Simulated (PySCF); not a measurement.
C₅H₁₂S₂, SMILES S(CCCSC)C.

The structure is a stationary point at PBE0-D3(BJ)/def2-SVP. The values are those of a single conformer.

All values below come from PySCF with PBE0-D3(BJ)/def2-SVP.

Frequencies are harmonic and unscaled.

| mode | ν (cm⁻¹) | IR (km/mol) | moving atoms (share of kinetic energy) |
|---|---|---|---|
| 1 | 42 | 0.0 | S 46 %, C 30 %, H 24 % |
| 2 | 50 | 0.0 | C 70 %, H 29 % |
| 3 | 83 | 0.0 | C 65 %, H 22 %, S 13 % |
| 4 | 112 | 1.1 | C 43 %, H 43 %, S 14 % |
| 5 | 116 | 0.0 | C 53 %, H 47 % |
| 6 | 179 | 1.4 | H 91 % |
| 7 | 180 | 1.8 | C 44 %, S 31 %, H 25 % |
| 8 | 183 | 0.0 | H 87 %, C 9 % |
| 9 | 223 | 0.1 | S 46 %, C 40 %, H 14 % |
| 10 | 325 | 0.2 | C 40 %, S 40 %, H 20 % |
| 11 | 407 | 1.9 | C 67 %, H 22 %, S 11 % |
| 12 | 732 | 1.1 | C 59 %, S 25 %, H 15 % |
| 13 | 751 | 3.5 | C 55 %, S 31 %, H 14 % |
| 14 | 760 | 4.0 | H 93 % |
| 15 | 769 | 0.3 | C 57 %, S 33 %, H 10 % |
| 16 | 833 | 0.0 | H 81 %, C 18 % |
| 17 | 837 | 0.4 | C 62 %, H 22 %, S 16 % |
| 18 | 958 | 4.6 | H 83 %, C 16 % |
| 19 | 962 | 5.7 | H 64 %, C 31 % |
| 20 | 965 | 0.0 | H 83 %, C 15 % |
| 21 | 974 | 3.6 | H 74 %, C 21 % |
| 22 | 1017 | 3.7 | H 73 %, C 25 % |
| 23 | 1085 | 1.0 | C 56 %, H 44 % |
| 24 | 1090 | 5.3 | C 78 %, H 20 % |
| 25 | 1097 | 0.0 | H 97 % |
| 26 | 1209 | 5.8 | H 81 %, C 18 % |
| 27 | 1260 | 0.3 | H 76 %, C 24 % |
| 28 | 1279 | 8.0 | H 75 %, C 25 % |
| 29 | 1305 | 0.0 | H 92 % |
| 30 | 1331 | 11.4 | H 84 %, C 16 % |
| 31 | 1336 | 0.7 | H 84 %, C 16 % |
| 32 | 1382 | 15.9 | H 59 %, C 41 % |
| 33 | 1438 | 0.0 | H 96 % |
| 34 | 1438 | 21.7 | H 96 % |
| 35 | 1454 | 28.0 | H 95 % |
| 36 | 1454 | 0.1 | H 95 % |
| 37 | 1461 | 0.0 | H 89 %, C 11 % |
| 38 | 1464 | 0.4 | H 93 % |
| 39 | 1478 | 2.8 | H 91 %, C 9 % |
| 40 | 3042 | 0.5 | H 95 % |
| 41 | 3045 | 53.2 | H 95 % |
| 42 | 3049 | 31.7 | H 97 % |
| 43 | 3049 | 12.2 | H 97 % |
| 44 | 3067 | 15.2 | H 95 % |
| 45 | 3098 | 14.0 | H 90 %, C 10 % |
| 46 | 3102 | 0.0 | H 90 %, C 10 % |
| 47 | 3129 | 30.5 | H 90 %, C 10 % |
| 48 | 3151 | 0.0 | H 90 %, C 10 % |
| 49 | 3151 | 15.1 | H 90 %, C 10 % |
| 50 | 3179 | 0.8 | H 90 %, C 10 % |
| 51 | 3179 | 4.4 | H 90 %, C 10 % |
